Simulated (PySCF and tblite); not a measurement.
The numbers below are computed, except where a source is named.
Stationary points of C6H7ClF2O at GFN2-xTB, in Å:

Structure A

```
 1 F    -2.570   -0.801   -1.099
 2 C    -2.218   -0.053   -0.026
 3 F    -2.946   -0.500    1.014
 4 C    -0.723   -0.181    0.238
 5 C     0.162   -0.802   -0.830
 6 C     1.580   -0.454   -0.352
 7 Cl    2.709   -0.299   -1.718
 8 C     1.466    0.857    0.441
 9 C     0.058    0.806    0.994
10 O    -0.314   -0.425    1.552
11 H    -2.530    0.985   -0.233
12 H     0.013   -1.877   -0.919
13 H    -0.054   -0.336   -1.793
14 H     1.969   -1.250    0.285
15 H     1.562    1.721   -0.218
16 H     2.220    0.922    1.223
17 H    -0.384    1.687    1.442
```

Structure B

```
 1 F    -2.459    0.752   -1.014
 2 C    -2.210   -0.066    0.040
 3 F    -2.723   -1.271   -0.294
 4 C    -0.724   -0.155    0.292
 5 C     0.150   -0.953   -0.657
 6 C     1.570   -0.524   -0.262
 7 Cl    2.695   -0.627   -1.636
 8 C     1.455    0.913    0.271
 9 C     0.056    0.961    0.844
10 O    -0.306   -0.144    1.628
11 H    -2.760    0.315    0.914
12 H     0.002   -2.027   -0.558
13 H    -0.080   -0.655   -1.682
14 H     1.963   -1.185    0.512
15 H     1.532    1.636   -0.541
16 H     2.220    1.131    1.015
17 H    -0.387    1.910    1.118
```

Structure C

```
 1 F    -2.785   -1.295   -0.259
 2 C    -2.208   -0.085   -0.070
 3 F    -2.845    0.496    0.968
 4 C    -0.725   -0.226    0.198
 5 C     0.173   -0.698   -0.932
 6 C     1.584   -0.391   -0.403
 7 Cl    2.718   -0.055   -1.732
 8 C     1.443    0.812    0.543
 9 C     0.035    0.670    1.079
10 O    -0.317   -0.627    1.474
11 H    -2.403    0.520   -0.972
12 H     0.043   -1.756   -1.152
13 H    -0.039   -0.118   -1.832
14 H     1.981   -1.253    0.135
15 H     1.527    1.751   -0.006
16 H     2.193    0.794    1.331
17 H    -0.425    1.480    1.630
```

Level: PBE0/pcSseg-1 + D3(BJ) on GFN2-xTB stationary points, with GFN2-xTB thermal terms.

Task: Which structure is a saddle point, and along which motion?

Result: A: one imaginary mode (46i cm⁻¹ at GFN2-xTB, mostly on F3, F1), along the rotation about the C2–C4 bond (torsion F1–C2–C4–C5 from -73° to 68°, rising).

Task: Give their symmetry and energies above the lowest.

Result: A C1, 4.4 kcal/mol; B C1, 0.0 kcal/mol; C C1, 1.3 kcal/mol.
